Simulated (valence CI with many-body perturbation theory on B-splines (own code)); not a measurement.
Results of a calculation; reference values are marked as such.
# Bi LXIII: what each term of the Hamiltonian does

Level of theory: relativistic CI+MBPT: three valence electrons over a frozen Dirac-Fock core [Ar], a basis of 9 s, 9 p, 10 d, 8 f, 5 g, 3 h, 1 i functions for each j, with the one-electron correlation potential Σ1, the two-electron term Σ2, the three-electron term Σ3, Breit, model QED; selected CI, second order for the rest (own B-spline code, finite nucleus).

No measured spectrum was set against this ion. As an estimate, large intervals hold to a few tenths of a per cent, small ones and those within an open d or f shell to about a per cent. The list stops below the first excitations out of the core. Only levels of the ground parity were solved; by the run's estimate the other parity begins above the list, which can be wrong where configurations are misplaced.

Each rung adds one term. CI alone is the Dirac-Coulomb CI over the frozen core; QED comes last and gives the full result, which names the levels. Energies are above (3d3/2^3) J=3/2 on the same rung, in cm⁻¹.

Levels are named by their leading jj configuration (3d3/2^4 stands for four electrons in 3d with j = 3/2), which in mixed levels can hold well under half, so a name can repeat and another be missing. Letters in brackets count levels of one name in rising energy.

```
                    Level  CI alone     Σ1     Σ2     Σ3   Breit    QED     Full
(3d3/2^2 3d5/2) J=5/2 [a]    961026  +2884  +4727   +112  -23957  +2650   947441
    (3d3/2^2 3d5/2) J=3/2   1016020  +2887  +1692  +1152  -20272  +2633  1004120
    (3d3/2^2 3d5/2) J=9/2   1066620  +2916  +4841   -109  -42410  +2647  1034510
    (3d3/2^2 3d5/2) J=7/2   1069260  +2940  +3126    +21  -36357  +2669  1041660
    (3d3/2^2 3d5/2) J=1/2   1071610  +2913   -604  +1493  -23259  +2641  1054790
(3d3/2^2 3d5/2) J=5/2 [b]   1302480  +3037  -3164   +427  -21918  +2697  1283560
    (3d3/2 3d5/2^2) J=7/2   2003860  +5778  +7591   +223  -50067  +5291  1972670
    (3d3/2 3d5/2^2) J=9/2   2058250  +5816  +7836   +302  -60971  +5313  2016540
    (3d3/2 3d5/2^2) J=3/2   2095260  +5817  +3040   -120  -40766  +5297  2068530
    (3d3/2 3d5/2^2) J=1/2   2126120  +5833  +1267  +1654  -44057  +5304  2096120
   (3d3/2 3d5/2^2) J=11/2   2152980  +5845  +7686   +370  -70850  +5309  2101340
    (3d3/2 3d5/2^2) J=5/2   2136220  +5805  +2043    -11  -44868  +5273  2104460
```

The middle columns are the shifts that each term adds.

Problem. How does the ionisation energy move along the ladder, and which term matters most?

Solution. CI alone 6803.6, + Σ1 6806.3, + Σ2 6812.7, + Σ3 6812.7, + Breit 6805.2, + QED 6805.6 eV. The largest step is Breit, -7.5 eV. NIST lists 6804 ± 15 eV (theoretical).
